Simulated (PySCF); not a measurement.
Fractional electron number in Sr (strontium, neutral)

The 5s beta orbital of [Kr] 5s2 is emptied in steps (occupation f), with all orbitals relaxed, ending at [Kr] 5s1. Calculation: PySCF 2.14, in aug-cc-pVTZ-X2C (8s7p5d2f, 68 functions); scalar relativity by spin-free X2C-1e. The exact energy is a straight line in f; departures are measured from the line between the end points of the same method.

| f | UHF (eV) | LDA (eV) | PBE (eV) | PBE0 (eV) | r2SCAN (eV) | LC-wPBE (eV) | BHandHLYP (eV) | B3LYP (eV) | TPSS (eV) |
| --- | --- | --- | --- | --- | --- | --- | --- | --- | --- |
| 1 | 0.000 | 0.000 | 0.000 | 0.000 | 0.000 | 0.000 | 0.000 | 0.000 | 0.000 |
| 0.9 | 0.016 | -0.201 | -0.197 | -0.142 | -0.165 | 0.013 | -0.105 | -0.165 | -0.187 |
| 0.7 | 0.034 | -0.471 | -0.462 | -0.331 | -0.378 | 0.030 | -0.248 | -0.390 | -0.443 |
| 0.5 | 0.038 | -0.563 | -0.554 | -0.395 | -0.437 | 0.033 | -0.300 | -0.468 | -0.541 |
| 0.3 | 0.030 | -0.473 | -0.467 | -0.331 | -0.353 | 0.025 | -0.257 | -0.396 | -0.474 |
| 0.1 | 0.012 | -0.203 | -0.197 | -0.138 | -0.145 | 0.011 | -0.112 | -0.171 | -0.214 |
| 0 | 0.000 | 0.000 | 0.000 | 0.000 | 0.000 | 0.000 | 0.000 | 0.000 | 0.000 |

```csv
method,E(f=0) − E(f=1) (eV),−ε at f=1 (eV),−ε at f=0.5 (eV)
UHF,4.746,4.931,4.734
LDA,5.861,3.633,5.856
PBE,5.695,3.518,5.677
PBE0,5.611,4.042,5.609
r2SCAN,5.423,3.574,5.493
LC-wPBE,5.425,5.577,5.411
BHandHLYP,5.567,4.414,5.539
B3LYP,5.761,3.931,5.740
TPSS,5.583,3.515,5.498
```

Orbital energy along the path (eV):

```json
{"f": "1", "UHF": "-4.931", "LDA": "-3.633", "PBE": "-3.518", "PBE0": "-4.042", "r2SCAN": "-3.574", "LC-wPBE": "-5.577", "BHandHLYP": "-4.414", "B3LYP": "-3.931", "TPSS": "-3.515"}
{"f": "0.9", "UHF": "-4.882", "LDA": "-4.069", "PBE": "-3.939", "PBE0": "-4.351", "r2SCAN": "-3.964", "LC-wPBE": "-5.541", "BHandHLYP": "-4.630", "B3LYP": "-4.282", "TPSS": "-3.908"}
{"f": "0.7", "UHF": "-4.799", "LDA": "-4.955", "PBE": "-4.798", "PBE0": "-4.976", "r2SCAN": "-4.751", "LC-wPBE": "-5.472", "BHandHLYP": "-5.074", "B3LYP": "-5.001", "TPSS": "-4.698"}
{"f": "0.5", "UHF": "-4.734", "LDA": "-5.856", "PBE": "-5.677", "PBE0": "-5.609", "r2SCAN": "-5.493", "LC-wPBE": "-5.411", "BHandHLYP": "-5.539", "B3LYP": "-5.740", "TPSS": "-5.498"}
{"f": "0.3", "UHF": "-4.680", "LDA": "-6.760", "PBE": "-6.584", "PBE0": "-6.253", "r2SCAN": "-6.177", "LC-wPBE": "-5.369", "BHandHLYP": "-6.030", "B3LYP": "-6.501", "TPSS": "-6.358"}
{"f": "0.1", "UHF": "-4.634", "LDA": "-7.665", "PBE": "-7.506", "PBE0": "-6.894", "r2SCAN": "-6.744", "LC-wPBE": "-5.334", "BHandHLYP": "-6.557", "B3LYP": "-7.280", "TPSS": "-7.475"}
{"f": "0", "UHF": "-4.614", "LDA": "-8.109", "PBE": "-7.667", "PBE0": "-6.944", "r2SCAN": "-6.778", "LC-wPBE": "-5.272", "BHandHLYP": "-6.791", "B3LYP": "-7.621", "TPSS": "-7.537"}
```

Reference removal energy between the ground levels: 5.695 eV (measured; NIST Atomic Spectra Database, ionization energies). UHF lacks correlation.
